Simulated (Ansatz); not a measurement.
The cluster Hg2Br4⁻. Charge -1, multiplicity 2. Geometry r2SCAN-D4/def2-SVPD.

Cartesian coordinates in Å:
```
Hg 1.186 0.734 0.221
Hg -1.190 -0.730 -0.218
Br 2.883 -0.679 1.562
Br 1.010 3.077 -0.854
Br -2.858 -0.334 1.714
Br -1.031 -2.067 -2.423
```

In the def2 sets Hg takes a core potential; there is no spin–orbit coupling. Another isomer (doublet) lies 0.16 eV lower at PBE0-D4/def2-SVP; other spin states weren't run for this one.

**Question.** Estimate the α-spin orbital energies around the gap (eV) in Ansatz with LDA (SPW92)/def2-SVP, PBE-D4/def2-SVP, BLYP-D4/def2-SVP, r2SCAN-D4/def2-SVP, PBE0-D4/def2-SVP.

**Answer.** 
```
orbital  LDA (SPW92)/def2-SVP  PBE-D4/def2-SVP  BLYP-D4/def2-SVP  r2SCAN-D4/def2-SVP  PBE0-D4/def2-SVP
 HOMO−9                 -4.37            -4.18             -3.88               -4.60             -5.49
 HOMO−8                 -3.67            -3.50             -3.23               -3.92             -4.86
 HOMO−7                 -3.51            -3.36             -3.09               -3.77             -4.72
 HOMO−6                 -3.51            -3.36             -3.09               -3.77             -4.72
 HOMO−5                 -3.32            -3.18             -2.91               -3.60             -4.55
 HOMO−4                 -3.24            -3.10             -2.83               -3.52             -4.46
 HOMO−3                 -3.24            -3.09             -2.82               -3.51             -4.45
 HOMO−2                 -3.23            -3.09             -2.81               -3.50             -4.42
 HOMO−1                 -3.23            -3.08             -2.81               -3.50             -4.42
   HOMO                 -1.77            -1.58             -1.31               -1.89             -2.53
   LUMO                 -0.02             0.26              0.46                0.17              0.79
 LUMO+1                  2.07             2.33              2.50                2.44              2.84
 LUMO+2                  2.08             2.34              2.50                2.45              2.85
 LUMO+3                  2.58             2.87              3.06                3.05              3.48
 LUMO+4                  5.24             5.49              5.65                5.80              6.16
 LUMO+5                  5.51             5.80              5.99                6.15              6.52
 β HOMO                 -3.16            -3.02             -2.75               -3.43             -4.36
 β LUMO                 -1.56            -1.29             -1.06               -1.41             -0.85
```
